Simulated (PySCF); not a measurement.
PySCF job for SiCl2I2, SMILES Cl[Si](Cl)(I)I, PBE0-D3(BJ)/def2-SVP. Geometry: PBE0-D3(BJ)/def2-SVP. The def2 effective core potentials stand for the cores of I; spin–orbit coupling is left out.

```python
import numpy as np
from pyscf import gto, scf, dft, df
from pyscf.hessian import thermo

mol = gto.M(
    atom='''
    Cl    0.00000001    1.65900791    1.88298773
    Si    0.00000000    0.00000001    0.68293526
    Cl    0.00000000   -1.65900791    1.88298774
    I    -1.99623609    0.00000000   -0.69417619
    I     1.99623609   -0.00000000   -0.69417620
    ''',
    basis='def2-SVP',
    ecp={'I': 'def2-svp'},
    charge=0,
    spin=0,
    max_memory=1600,
    verbose=3,
)
mf = dft.RKS(mol, xc='pbe0').density_fit(auxbasis='def2-universal-jkfit')
mf.disp = 'd3bj'
mf.grids.level = 3
mf.conv_tol = 1e-11
mf.max_cycle = 100
mf.kernel()

# [left out here: the lines that compute and print the analytic Hessian (its translational invariance restored by hand, since the grid's response is missing), thermochemistry and intensities]
```

Log of the run:

```
converged SCF energy = -1804.70873236678

WARN: DFTD3 does not support analytical Hessian, using finite difference


WARN: Mole.unit (angstrom) is changed to Bohr

Mode                                 0                   1                   2
Irrep
Freq [cm^-1]                       79.9123            105.5641            145.9716
Reduced mass [au]                  71.3917             40.1269             49.1108
Force const [Dyne/A]                0.2686              0.2635              0.6165
Char temp [K]                     114.9760            151.8832            210.0206
Normal mode                   x     y     z       x     y     z       x     y     z
       0  Cl                -0.00  0.01 -0.06    0.11  0.00  0.00    0.09  0.00 -0.00
       1  Si                 0.00  0.00 -0.04    0.00  0.00 -0.00   -0.02  0.00 -0.00
       2  Cl                -0.00 -0.01 -0.06   -0.11  0.00 -0.00    0.09 -0.00 -0.00
       3   I                -0.05 -0.00  0.02    0.00 -0.03  0.00   -0.02 -0.00 -0.03
       4   I                 0.05 -0.00  0.02    0.00  0.03 -0.00   -0.02  0.00  0.03
Mode                                 3                   4                   5
Irrep
Freq [cm^-1]                      155.0657            157.4557            278.3479
Reduced mass [au]                  35.9478             47.0590             38.9244
Force const [Dyne/A]                0.5093              0.6874              1.7768
Char temp [K]                     223.1050            226.5437            400.4806
Normal mode                   x     y     z       x     y     z       x     y     z
       0  Cl                -0.00  0.04  0.09    0.00 -0.06  0.07   -0.00 -0.08 -0.03
       1  Si                 0.00  0.09  0.00   -0.00  0.00 -0.02    0.00  0.00 -0.09
       2  Cl                 0.00  0.04 -0.09    0.00  0.06  0.07   -0.00  0.08 -0.03
       3   I                 0.00 -0.02  0.00   -0.03 -0.00 -0.02    0.02  0.00  0.02
       4   I                -0.00 -0.02  0.00    0.03 -0.00 -0.02   -0.02  0.00  0.02
Mode                                 6                   7                   8
Irrep
Freq [cm^-1]                      443.7377            561.9261            613.7660
Reduced mass [au]                  30.3726             30.6157             30.2991
Force const [Dyne/A]                3.5236              5.6958              6.7249
Char temp [K]                     638.4397            808.4866            883.0727
Normal mode                   x     y     z       x     y     z       x     y     z
       0  Cl                 0.01 -0.00 -0.00    0.00 -0.06 -0.05   -0.00 -0.06 -0.04
       1  Si                -0.18  0.00 -0.00    0.00 -0.00  0.15    0.00  0.15  0.00
       2  Cl                 0.01  0.00 -0.00    0.00  0.06 -0.05   -0.00 -0.06  0.04
       3   I                 0.02 -0.00  0.01   -0.00  0.00 -0.00   -0.00 -0.00 -0.00
       4   I                 0.02  0.00 -0.01    0.00  0.00 -0.00    0.00 -0.00 -0.00
temperature 298.1500 [K]
pressure 101325.00 [Pa]
Rotational constants [GHz] 0.87080 0.41886 0.36185
Symmetry number 2
Zero-point energy (ZPE) 0.00579 [Eh]   15203.023 [J/mol]
                           tot       elec      trans        rot        vib
Entropy [J/mol/K]       387.960      0.000    181.903    128.818     77.239
Cv [J/mol/K]             86.911      0.000     12.472     12.472     61.967
Cp [J/mol/K]             95.225      0.000     20.786     12.472     61.967
Internal energy [J/mol]                      3718.434   3718.434  26926.010
Internal energy [Eh]   -1804.69564  -1804.70873
Enthalpy [J/mol]                             6197.391   3718.434  26926.010
Enthalpy [Eh]          -1804.69470
Gibbs free energy [J/mol]                  -48037.081 -34688.581   3897.182
Gibbs free energy [Eh] -1804.73876
mode   freq/cm-1   IR/(km/mol)
   1       79.91         0.014
   2      105.56         0.000
   3      145.97         3.100
   4      155.07         1.193
   5      157.46         1.499
   6      278.35         6.756
   7      443.74       179.639
   8      561.93       157.444
   9      613.77       132.767
max |gradient| / (hartree/bohr): 4.292468361907428e-05
APT charges: [-0.5775  1.9237 -0.5775 -0.3844 -0.3844]
```

Self-consistency was reached.

Cost: around 110 core-seconds (rough).
